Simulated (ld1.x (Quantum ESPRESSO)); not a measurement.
**cobalt (Co), ultrasoft: configuration errors across variants**

| Quantity | Value |
| --- | --- |
| Element | Co (Z = 27) |
| Generator | ld1.x (Quantum ESPRESSO) 7.5 |
| Type | ultrasoft |
| Functional | PBE |
| Relativity | scalar-relativistic |
| Frozen core | [Ne] |
| Valence charge | 17 |
| Reference configuration | 3s2 3p6 3d7 4s1.5 4p0 (charge +0.5) |
| Partial waves | 3s (bound): rcut 1.05, rcutus 1.10 bohr; 4s (bound): rcut 1.05, rcutus 1.10 bohr; 3p (bound): rcut 1.10, rcutus 1.40 bohr; 4p (bound, empty): rcut 1.10, rcutus 1.40 bohr; 3d (bound): rcut 0.70, rcutus 0.85 bohr; 3d channel at 0.5 Ry: rcut 0.70, rcutus 0.85 bohr |
| Local potential | all-electron potential smoothed inside 0.75 bohr (lloc = -2) |
| Core correction | a·sin(br)/r model core inside 0.50 bohr |
| Augmentation charge | PSQ, inside the norm-conserving radii |

All-electron excitation energies from the reference (eV): (1) 3s2 3p6 3d7 4s2 4p0 -3.602; (2) 3s2 3p6 3d7 4s1 4p0 5.428; (3) 3s2 3p6 3d7 4s0 4p0 22.213; (4) 3s2 3p6 3d7 4s0 4p1 10.796; (5) 3s2 3p6 3d8 4s0 4p0 2.869; (6) 3s2 3p6 3d7 4s1 4p1 0.748; (7) 3s1 3p6 3d7 4s2 4p0 106.900.

The overlap operator is not positive definite (basis up to 400 Ry) in “base”, “waves 3d (bound): rcut 0.54, rcutus 0.58 bohr; 3d channel at 0.5 Ry: rcut 0.54, rcutus 0.58 bohr”, “waves 3d (bound): rcut 0.58, rcutus 0.62 bohr; 3d channel at 0.5 Ry: rcut 0.58, rcutus 0.62 bohr”, “waves 3d (bound): rcut 0.66, rcutus 0.70 bohr; 3d channel at 0.5 Ry: rcut 0.66, rcutus 0.70 bohr”, “waves 3d (bound): rcut 0.70, rcutus 0.80 bohr; 3d channel at 0.5 Ry: rcut 0.70, rcutus 0.80 bohr”, “waves 3d (bound): rcut 0.70, rcutus 0.96 bohr; 3d channel at 0.5 Ry: rcut 0.70, rcutus 0.96 bohr”, “waves 3d (bound): rcut 0.70, rcutus 1.04 bohr; 3d channel at 0.5 Ry: rcut 0.70, rcutus 1.04 bohr”, “waves 3d (bound): rcut 0.70, rcutus 1.18 bohr; 3d channel at 0.5 Ry: rcut 0.70, rcutus 1.18 bohr”, “waves 3d (bound): rcut 0.70, rcutus 1.26 bohr; 3d channel at 0.5 Ry: rcut 0.70, rcutus 1.26 bohr”. Such files are unfit for use, however small their errors in these radial tests.

1 further variants failed, have other tests or too few solved ones, and are left out.

Errors AE − PS in meV (a dash: test not solved or not reliable):

| change | (1) | (2) | (3) | (4) | (5) | (6) | (7) | bound ghosts |
| --- | --- | --- | --- | --- | --- | --- | --- | --- |
| base | 0.0 | -0.1 | +0.1 | -13 | -18 | -7.8 | +9.9 | not determined (overlap not positive) |
| waves 3d (bound): rcut 0.54, rcutus 0.58 bohr; 3d channel at 0.5 Ry: rcut 0.54, rcutus 0.58 bohr | +0.3 | -0.1 | +0.9 | -33 | +16 | -12 | +3.6 | not determined (overlap not positive) |
| waves 3d (bound): rcut 0.58, rcutus 0.62 bohr; 3d channel at 0.5 Ry: rcut 0.58, rcutus 0.62 bohr | – | -0.2 | +0.9 | -32 | – | -12 | +1.6 | not determined (overlap not positive) |
| waves 3d (bound): rcut 0.66, rcutus 0.70 bohr; 3d channel at 0.5 Ry: rcut 0.66, rcutus 0.70 bohr | +0.3 | -0.1 | +1.0 | -32 | +17 | -12 | -2.2 | not determined (overlap not positive) |
| waves 3d (bound): rcut 0.70, rcutus 0.80 bohr; 3d channel at 0.5 Ry: rcut 0.70, rcutus 0.80 bohr | +0.3 | -0.1 | +0.8 | -32 | +17 | -12 | -0.8 | not determined (overlap not positive) |
| waves 3d (bound): rcut 0.70, rcutus 0.96 bohr; 3d channel at 0.5 Ry: rcut 0.70, rcutus 0.96 bohr | +0.3 | -0.2 | +0.2 | -35 | +13 | -12 | +9.2 | not determined (overlap not positive) |
| waves 3d (bound): rcut 0.70, rcutus 1.04 bohr; 3d channel at 0.5 Ry: rcut 0.70, rcutus 1.04 bohr | +0.3 | -0.2 | +0.3 | -35 | +14 | -12 | +9.1 | not determined (overlap not positive) |
| waves 3d (bound): rcut 0.70, rcutus 1.18 bohr; 3d channel at 0.5 Ry: rcut 0.70, rcutus 1.18 bohr | +0.3 | -0.1 | +0.4 | -36 | +15 | -12 | +8.6 | not determined (overlap not positive) |
| waves 3d (bound): rcut 0.70, rcutus 1.26 bohr; 3d channel at 0.5 Ry: rcut 0.70, rcutus 1.26 bohr | +0.3 | -0.2 | +0.4 | -36 | +15 | -12 | +8.1 | not determined (overlap not positive) |

Question: Give the same row for: waves 3d (bound): rcut 0.70, rcutus 1.10 bohr; 3d channel at 0.5 Ry: rcut 0.70, rcutus 1.10 bohr.

Answer: +0.3, -0.2, +0.3, -35, +15, -12, +8.8; bound ghosts: not determined (overlap not positive). Its overlap operator is not positive definite in a basis up to 400 Ry (lowest eigenvalue s -2.18, p -0.53), so the file is unfit for use: the generalised eigenproblem breaks down once the basis is large enough, and its test numbers describe a broken file.
